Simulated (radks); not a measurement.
Q: These are the eigenvalues of the occupied orbitals of an atom or ion with whole-number occupations (eV). Calculated with a radial shooting solver on a logarithmic mesh with Libxc functionals: Dirac Kohn-Sham, PBE, spin-unpolarised, spherical densities, finite nucleus; Fermi nuclear charge, rms radius of each element as measured or else 0.836 A^(1/3) + 0.57 fm.

| orbital | eigenvalue |
|---|---|
| 1s1/2 | -50269.13 |
| 2s1/2 | -8484.523 |
| 2p1/2 | -8068.428 |
| 2p3/2 | -7372.553 |
| 3s1/2 | -2056.842 |
| 3p1/2 | -1876.413 |
| 3p3/2 | -1733.573 |
| 3d3/2 | -1421.804 |
| 3d5/2 | -1390.692 |
| 4s1/2 | -587.7994 |
| 4p1/2 | -517.0304 |
| 4p3/2 | -484.2199 |
| 4d3/2 | -366.9315 |
| 4d5/2 | -360.7990 |
| 5s1/2 | -233.0769 |
| 4f5/2 | -219.2135 |

Which element is it, and in what charge state? The configuration may be excited. Open shells, if any, fill j = l - 1/2 first.

A: Z = 64, gadolinium, charge +12: Gd12+ in [Kr] 4d10 4f4 5s2. The list shows which subshells hold electrons but not how many an open one holds; the 1s level, -1847.4 hartree, gives Z - s = 60.8 by -(Z - s)^2/2, which with screening and relativity narrows Z to a few neighbours, and the depths of the outer levels then fix element, charge and occupations together.
